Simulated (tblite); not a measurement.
C2H13NSi4.
SMILES with atom numbers: `[CH2:1]=[N:2][SiH2:3][Si:4]([CH3:5])([SiH3:6])[SiH3:7]` (hydrogens: H8, H9 on C1; H10, H11 on Si3; H12, H13, H14 on C5; H15, H16, H17 on Si6; H18, H19, H20 on Si7)

Computed with GFN2-xTB (tblite), gas phase: L-BFGS steps from a force-field or distance-geometry start until the largest atomic force falls under 0.01 eV/Å.

Step 66: E = -562.9491 eV
```
atom  x, y, z in Å  |  force x, y, z in eV/Å
C1      3.2520   -0.8244    0.3451    0.027   0.005  -0.001
N2      2.3412   -0.5836   -0.4726    0.014  -0.004  -0.012
Si3     1.4597    0.8227   -0.9089   -0.023  -0.010   0.024
Si4    -0.6550    0.2185   -0.1067   -0.006  -0.018  -0.027
C5     -1.8720    1.6136   -0.6424   -0.035   0.022   0.001
Si6    -0.7045    0.1200    2.2341    0.012  -0.014   0.026
Si7    -1.4355   -1.7325   -1.1414   -0.005  -0.005  -0.002
H8      3.7502   -0.0696    0.9618   -0.014  -0.014   0.007
H9      3.6060   -1.8452    0.4722   -0.014   0.010  -0.003
H10     1.9728    2.0991   -0.3813    0.031   0.046   0.002
H11     1.6643    0.8559   -2.3591   -0.021  -0.016   0.009
H12    -2.4156    1.3331   -1.5405    0.031   0.036  -0.014
H13    -1.3710    2.5567   -0.8461   -0.006  -0.032   0.030
H14    -2.6121    1.7992    0.1311   -0.007   0.011  -0.017
H15     0.2446   -0.8919    2.7101    0.017   0.009   0.009
H16    -2.0027   -0.2467    2.8125   -0.002   0.008  -0.034
H17    -0.3340    1.3743    2.9029    0.007  -0.009  -0.016
H18    -0.8295   -2.9446   -0.5888    0.004  -0.003   0.002
H19    -1.1759   -1.7447   -2.5860   -0.013  -0.012   0.020
H20    -2.8881   -1.8992   -0.9990    0.002  -0.009  -0.005
```

Step 67: E = -562.9496 eV
```
atom  x, y, z in Å  |  force x, y, z in eV/Å
C1      3.2517   -0.8276    0.3443    0.016   0.002   0.008
N2      2.3370   -0.5889   -0.4697    0.015   0.003  -0.008
Si3     1.4578    0.8182   -0.9099    0.007  -0.001   0.011
Si4    -0.6551    0.2199   -0.1045   -0.026  -0.040  -0.002
C5     -1.8766    1.6109   -0.6388   -0.028   0.018  -0.003
Si6    -0.7032    0.1256    2.2385    0.000  -0.005  -0.010
Si7    -1.4324   -1.7306   -1.1449    0.009   0.003   0.012
H8      3.7562   -0.0711    0.9542   -0.018  -0.015   0.000
H9      3.6004   -1.8495    0.4782   -0.009   0.014  -0.009
H10     1.9757    2.0949   -0.3864    0.029   0.042   0.000
H11     1.6635    0.8470   -2.3607   -0.025  -0.016   0.021
H12    -2.4056    1.3364   -1.5468    0.019   0.029  -0.023
H13    -1.3819    2.5599   -0.8259    0.013  -0.011   0.027
H14    -2.6274    1.7830    0.1268   -0.017   0.003  -0.006
H15     0.2470   -0.8832    2.7148    0.032  -0.007   0.018
H16    -2.0005   -0.2401    2.8192   -0.006   0.005  -0.033
H17    -0.3336    1.3825    2.9013    0.011   0.000  -0.009
H18    -0.8244   -2.9447   -0.5984    0.002   0.002   0.001
H19    -1.1697   -1.7320   -2.5887   -0.014  -0.016   0.012
H20    -2.8843   -1.9000   -1.0055   -0.008  -0.011  -0.004
```

**Question.** Estimate the geometry and energy of step 68. (The exact step hangs on the optimiser's Hessian estimate; all steps are aligned on step 67, rigid shifts and turns removed.)

**Answer.** E = -562.9501 eV, largest force 0.060 eV/Å
```
atom  x, y, z in Å  |  force x, y, z in eV/Å
C1      3.2517   -0.8309    0.3435   -0.002  -0.002   0.012
N2      2.3335   -0.5940   -0.4672    0.014   0.011  -0.005
Si3     1.4561    0.8138   -0.9109    0.030   0.014   0.007
Si4    -0.6558    0.2206   -0.1023   -0.040  -0.042   0.017
C5     -1.8814    1.6086   -0.6352   -0.013   0.009  -0.006
Si6    -0.7021    0.1309    2.2423   -0.004   0.000  -0.035
Si7    -1.4292   -1.7287   -1.1480    0.012   0.004   0.020
H8      3.7617   -0.0731    0.9471   -0.016  -0.010  -0.002
H9      3.5950   -1.8535    0.4839   -0.002   0.011  -0.014
H10     1.9783    2.0914   -0.3913    0.024   0.030  -0.007
H11     1.6623    0.8376   -2.3622   -0.028  -0.015   0.028
H12    -2.3953    1.3409   -1.5535    0.008   0.025  -0.028
H13    -1.3923    2.5631   -0.8051    0.028   0.007   0.025
H14    -2.6428    1.7671    0.1224   -0.026  -0.004  -0.001
H15     0.2499   -0.8747    2.7194    0.038  -0.015   0.023
H16    -1.9983   -0.2334    2.8251   -0.010   0.002  -0.031
H17    -0.3330    1.3905    2.8992    0.013   0.006  -0.004
H18    -0.8191   -2.9446   -0.6076    0.000   0.004   0.000
H19    -1.1639   -1.7198   -2.5910   -0.014  -0.020   0.005
H20    -2.8806   -1.9011   -1.0117   -0.013  -0.014  -0.004
```

The energy changes by -0.0005 eV. The first-order estimate −F·Δx gives -0.0006 eV and the mean of the old and new forces, exact on a quadratic surface, -0.0005 eV. The step makes an angle of 84° with the force vector and moves no atom by more than 0.023 Å.

What follows is the cost of the whole relaxation. Time: 1.6 s wall. Hardware: one thread, Arm Neoverse V1 (aarch64), no GPU, shared host with 32 logical CPUs at a one-minute load of 28.
